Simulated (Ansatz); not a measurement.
The same path of FH + H4OSn (8 atoms, charge 0, multiplicity 1) was run 3 times with different band settings. Lost on the way: Sn1–O2, H6–F7. Made: Sn1–F7, O2–H6.

The calculation used RKS PBE/def2-mTZVP (Ansatz 0.2.0).

Relaxed end points:

```xyz
8
Properties=species:S:1:pos:R:3
Sn 0.185 -1.022 0.398
O 0.655 0.713 -0.584
H -1.366 -1.530 -0.146
H 1.427 -2.138 -0.027
H 0.240 -0.516 2.031
H -0.506 1.722 -0.223
F -1.303 2.181 0.104
H 0.668 0.591 -1.552
```

```xyz
8
Properties=species:S:1:pos:R:3
Sn -0.441 -0.980 0.533
O 1.102 1.436 -0.452
H -1.747 -2.032 0.939
H 0.534 -1.624 -0.724
H 0.371 -0.374 1.914
H 0.146 1.607 -0.607
F -1.452 0.552 -0.255
H 1.487 1.415 -1.348
```

Common settings: optimiser quadratic models (default); start path through a guess of the saddle point; force threshold 0.05 eV/Å; iteration limit 60; end points relaxed.

| run | movable images | climbing image | spring |
| --- | --- | --- | --- |
| 1 | 5 | yes | 5.0 eV/Å² |
| 2 | 1 | no | 5.0 eV/Å² |
| 3 | 5 | yes | 50.0 eV/Å² |

(1) What does each run give, and how far can it be trusted?

Answers

(1) Run 1: converged after 13 iterations, highest image 0.313 eV above the first end. A vibrational analysis at the climbing image gives one clearly imaginary mode, 376i cm⁻¹: a first-order saddle point.
Run 2: converged after 12 iterations, highest image 0.052 eV above the first end. No image climbed, so the highest image needn't sit at the top of the path. A band with more images between the same ends climbed to 0.31 eV, so this one has probably stepped over the top. So few images can step over the top or miss a turn of the path.
Run 3: converged after 16 iterations, highest image 0.312 eV above the first end. Another band between the same ends (5 images) ends at a top of the same energy, where a vibrational analysis finds 1 clearly imaginary mode.
The orbitals stay closed-shell, which can raise the energy where a bond breaks towards radicals; this wasn't checked here.
